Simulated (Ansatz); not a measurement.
Reaction (formal exchange of groups at the Si–C bond): `C[Si](F)(F)C=O` + SiH₄ → `O=C[Si](F)(F)[SiH3]` + CH₄

Gas-phase electronic energies from Ansatz, PBE0-D4/def2-TZVP geometries. CCSD(T)/CBS is the MP2 limit (def2-TZVPP, def2-QZVPP) plus CCSD(T) − MP2 in def2-TZVPP, frozen cores. This one scheme is used for every species. Each species was taken in one conformer, which may not be the lowest.

`C[Si](F)(F)C=O`:

Z-matrix (Å, degrees):
```
C
Si 1 1.833
H 1 1.092 2 110.3
H 1 1.092 2 110.6 3 120.4
H 1 1.092 2 110.3 3 -119.3
F 2 1.591 1 111.4 3 -179.7
F 2 1.591 1 111.4 3 -61.1
C 2 1.914 1 112.9 3 59.6
O 8 1.208 2 119.9 1 0.2
H 8 1.115 2 120.6 1 -179.9
```

SiH₄:

```xyz
5

Si    0.000    0.000    0.000
H     0.349    0.202    1.429
H    -0.477   -1.392   -0.201
H     1.200    0.239   -0.841
H    -1.072    0.951   -0.387
```

`O=C[Si](F)(F)[SiH3]`:

```xyz
10

O     1.310   -0.989   -1.596
C     1.654   -0.022   -0.961
Si    0.438    0.679    0.348
F     0.181    2.213   -0.003
F     1.184    0.662    1.757
Si   -1.548   -0.557    0.391
H     2.654    0.434   -1.145
H    -2.185   -0.491   -0.948
H    -1.234   -1.962    0.749
H    -2.454    0.033    1.409
```

CH₄:

```xyz
5

C     0.000    0.000    0.000
H     1.020   -0.185   -0.337
H    -0.372    0.918   -0.455
H    -0.011    0.102    1.085
H    -0.637   -0.835   -0.293
```

```json
{"species": "`C[Si](F)(F)C=O`", "MP2/def2-TZVPP energy (Eh)": "-642.21216"}
{"species": "SiH₄", "MP2/def2-TZVPP energy (Eh)": "-291.40196"}
{"species": "`O=C[Si](F)(F)[SiH3]`", "MP2/def2-TZVPP energy (Eh)": "-893.19254"}
{"species": "CH₄", "MP2/def2-TZVPP energy (Eh)": "-40.41206"}
```

Question: Work out ΔE.

Answer: ΔE = (-893.19254) + (-40.41206) − (-642.21216) − (-291.40196) = 0.00952 Eh = +25.0 kJ/mol. CCSD(T)/CBS gives +18.5 kJ/mol.

Largest T1 diagnostic among the species: 0.014.

From PBE to PBE0 (25 % exact exchange), in def2-TZVPP and without D4, ΔE moves by +6.1 kJ/mol.
